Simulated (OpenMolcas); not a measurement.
## Ti2+: ligand-field states by method

Ti2+ with 6 ligands (fluoride) in trigonal antiprismatic coordination (D3d) at 2.17 Å, a polar angle of 61.3° against the regular 54.74°. A charge of +0.667 e stands 2.6 Å behind each ligand. Ligand basis ANO-RCC-VDZP.

| Quantity | Value |
| --- | --- |
| Program | OpenMolcas 26.06 |
| Basis | ANO-RCC-VTZP [6s5p3d2f1g] |
| Scalar Hamiltonian | DKH2, point nucleus |
| Active space | 2 electrons in 5 orbitals (3d) |
| State averaging | 2S+1 = 3 even, 10 roots; 2S+1 = 1 even, 15 roots |
| Spin-orbit coupling | state interaction with AMFI integrals over the reference wave functions |

I. CASSCF
II. SS-CASPT2, IPEA 0.25 Eh, imaginary shift 0.1 Eh (closed shells correlated: 3s 3p and the ligand valence shells)

Spin-free states (labels of D3, the rotations of D3d) in cm-1, each column counted from its own energy of the first state listed:

```csv
State,Degeneracy,I,II
2S+1 = 3,3,0,0
3E,2,8129,7950
2S+1 = 3,1,9315,9020
1E,2,11111,8180
2S+1 = 1,1,11392,8090
1E,2,12633,9540
2S+1 = 3,1,17190,17370
3E,2,19482,16550
1E,2,21842,18580
2S+1 = 1,1,22448,18550
2S+1 = 1,1,23584,18800
2S+1 = 3,1,24298,22450
1E,2,25403,21570
2S+1 = 1,1,26161,22590
1E,2,33749,31310
2S+1 = 1,1,52254,43630
```

From I to II, I's first state of the same spin (3E) moves from 8129 to 7950 cm-1, by about -180 cm-1.

From I to II, I's first state of another spin (1E) moves from 11111 to 8180 cm-1, by about -2900 cm-1. In II another state of that kind comes below it.

χT at 300 K: I 1.10, II 1.10 cm3 K/mol.

Roots that are degenerate in the reference are averaged as groups; the widest CASPT2 spread within a group is 570 cm-1 (the 3-fold group of multiplicity 3 near 0 cm-1 above the lowest state of its run, II). Shifts and gaps below about the spread of the groups concerned are not significant. Over all roots computed the reference weight is 0.70 to 0.71 in II; a low but even weight reflects the number of correlated electrons. Ligand-to-metal charge-transfer states are missing. With no ligand orbital active B as a rule stays too high, so bands that hang on it stand too high and its fall with covalency is understated. Without dynamic correlation the repulsion within the d shell is too large (B by tens of per cent), so at a given field states of lower spin stand too high (holds for I). With metal d orbitals alone and no dynamic correlation the field as a rule comes out too small, by tens of per cent, by up to half for chloride and softer ligands (holds for I). With one d shell and no ligand orbital active, 10Dq can be off by tens of per cent for divalent 3d ions, low with halides held by bare charges and at times high in hosts (holds for II). Free-ion shares, where given, are those of the reference states; single-state CASPT2 does not remix them (holds for II). A group larger than the point group allows holds several states that coincide in this model. No measured value stands beside these numbers; the geometry is a model, was not optimised and need not be the one that this ion takes.
